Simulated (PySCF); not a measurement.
**PySCF run on InF**

The script input.py:

```python
from pyscf import gto, scf

mol = gto.M(
    atom='In 0 0 0; F 0 0 1.804',
    basis='x2c-svpall',
    charge=0,
    spin=0,
    symmetry=True,
    verbose=3,
)
mf = scf.UHF(mol)
mf = mf.sfx2c1e()
mf = scf.addons.smearing_(mf, sigma=0.05, method='fermi')
mf.kernel()
mf.dip_moment()
print('orbital energies (hartree):', [e[max(0, n-3):n+3].round(4) for e, n in zip(mf.mo_energy, mol.nelec)])
```

```bash
$ OMP_NUM_THREADS=1 python input.py
```

Output:

```
converged SCF energy = -5977.181980731  <S^2> = -2.8421709e-14  2S+1 = 1
Dipole moment(X, Y, Z, Debye):  0.00000, -0.00000, -1.88652
orbital energies (hartree): [array([-0.5762, -0.5762, -0.3289,  0.0405,  0.0405,  0.1353]), array([-0.5762, -0.5762, -0.3289,  0.0405,  0.0405,  0.1353])]
```

In short: E(SCF) = -5977.181981 Eh, μz(SCF) = -1.89 D.

It ran on Arm Neoverse V2 (1 thread, shared host) in 1.3 s.

The bond length is a typed value, not an optimised one. No search for the lowest solution was made.
